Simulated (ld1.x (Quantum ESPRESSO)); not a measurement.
**He (Z = 2), ultrasoft: configuration errors across variants**

helium, ultrasoft, made with ld1.x (Quantum ESPRESSO) 7.5 (LDA (PZ), scalar-relativistic). Core none, reference 1s2. Waves: 1s (bound): rcut 0.60, rcutus 0.75 bohr; 1s channel at 2.2 Ry: rcut 0.60, rcutus 0.75 bohr; 2p channel at 0.25 Ry: rcut 0.65, rcutus 0.85 bohr; 2p channel at 1 Ry: rcut 0.65, rcutus 0.85 bohr. Local part: all-electron potential smoothed inside 0.80 bohr (lloc = -1). Core correction: none. Augmentation charge: PSQ, radius 0.55 bohr.

All-electron excitation energies from the reference (eV): (1) 1s1 26.485; (2) 1s1.5 10.375; (3) 1s1 spin 24.284; (4) 1s1.5 spin 10.024.

Spin tests fill each open shell by Hund’s rule, majority spin first.

Errors AE − PS in meV (a dash: test not solved or not reliable):

| change | (1) | (2) | (3) | (4) | bound ghosts |
| --- | --- | --- | --- | --- | --- |
| base | +10 | +1.8 | -0.7 | +0.1 | none |
| all radii scaled by about 0.75 (s 0.56, p 0.64 bohr, rcut 0.46/0.50); local potential all-electron potential smoothed inside 0.60 bohr (lloc = -1); augmentation PSQ, radius 0.42 bohr | -6.2 | -1.2 | +0.5 | 0.0 | none |
| all radii scaled by about 0.87 (s 0.66, p 0.74 bohr, rcut 0.52/0.56); local potential all-electron potential smoothed inside 0.70 bohr (lloc = -1); augmentation PSQ, radius 0.48 bohr | +14 | +2.6 | +4.0 | +1.1 | none |
| all radii scaled by about 0.96 (s 0.72, p 0.82 bohr, rcut 0.58/0.62); local potential all-electron potential smoothed inside 0.76 bohr (lloc = -1); augmentation PSQ, radius 0.52 bohr | +6.8 | +1.1 | -1.5 | -0.1 | none |
| all radii scaled by about 1.10 (s 0.82, p 0.94 bohr, rcut 0.66/0.72); local potential all-electron potential smoothed inside 0.88 bohr (lloc = -1); augmentation PSQ, radius 0.60 bohr | +9.4 | +1.5 | -4.8 | -0.5 | none |
| all radii scaled by about 1.22 (s 0.92, p 1.04 bohr, rcut 0.74/0.80); local potential all-electron potential smoothed inside 0.98 bohr (lloc = -1); augmentation PSQ, radius 0.68 bohr | +18 | +3.0 | -1.6 | +0.1 | none |
| all radii scaled by about 1.36 (s 1.02, p 1.16 bohr, rcut 0.82/0.88); local potential all-electron potential smoothed inside 1.08 bohr (lloc = -1); augmentation PSQ, radius 0.74 bohr | +24 | +3.9 | -3.1 | 0.0 | none |

Task: Give the same row for: all radii scaled by about 1.31 (s 0.98, p 1.12 bohr, rcut 0.78/0.84); local potential all-electron potential smoothed inside 1.04 bohr (lloc = -1); augmentation PSQ, radius 0.72 bohr.

Result: +22, +3.6, -2.4, +0.1; bound ghosts: none.
